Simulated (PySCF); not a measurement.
Species: C6H9F2N.
Geometry (PBE0-D3(BJ)/def2-SVP, Å), atoms numbered from 1 in this order:
```
atom  x, y, z in Å
C1    -2.0584    0.7602    0.0739
C2    -1.2349   -0.4896   -0.2079
C3    -0.6821   -1.1094    1.0956
N4     0.6746   -0.6097    1.2645
C5     1.0488   -0.1044    0.1610
C6     2.4227    0.4704    0.0058
F7     3.0680   -0.1676   -0.9983
F8     2.3340    1.7764   -0.3397
C9     0.0584   -0.1549   -0.9696
H10   -2.9582    0.5208    0.6614
H11   -1.4695    1.4956    0.6463
H12   -2.3839    1.2442   -0.8596
H13   -1.8500   -1.2149   -0.7620
H14   -0.6325   -2.2122    1.0514
H15   -1.2893   -0.8630    1.9817
H16    3.0061    0.3771    0.9356
H17    0.3615   -0.9438   -1.6797
H18    0.0140    0.7878   -1.5365
```

All values: PBE0/def2-SVPD (PySCF, non-relativistic), on one gas-phase PBE0-D3(BJ)/def2-SVP geometry that isn't relaxed in the solvent. The solvent is an IEF-PCM continuum (cavity from Bondi-type radii × 1.2), and excitations are vertical TDDFT with non-equilibrium linear response and a frozen core. Only the electrostatic response of the medium enters.

```csv
run,E − E(gas) (kcal/mol),HOMO (eV),HOMO–LUMO gap (eV),dipole (D),lowest singlet (eV),static polarisability (au)
gas,0.00,-7.96,7.27,2.43,5.29,77.3
P,-3.62,-7.96,7.31,2.85,5.33,94.9
Q,-2.03,-7.95,7.29,2.66,5.31,86.3
```

Task: The runs were made in chloroform and cyclohexane. Which run belongs to which solvent?

Result: P = chloroform, Q = cyclohexane. The dielectric constants are 2.017 (cyclohexane), 4.711 (chloroform), and the energy falls further as ε rises. The optical constants n² used for the excitations are 2.04, 2.09 in the same order. In this model the ground state sees the solvent through ε alone.

Task: How constant is the ratio of the lowering to (ε − 1)/(2ε + 1)?

Result: 
| solvent | (ε − 1)/(2ε + 1) | E − E(gas) (kcal/mol) | ratio (kcal/mol) | polarisation term (kcal/mol) |
| --- | --- | --- | --- | --- |
| cyclohexane | 0.202 | -2.03 | -10.0 | -2.13 |
| chloroform | 0.356 | -3.62 | -10.2 | -3.98 |

The ratio changes by +1.4 % in size from cyclohexane to chloroform. The polarisation term is half the interaction of the solute with the induced surface charges.
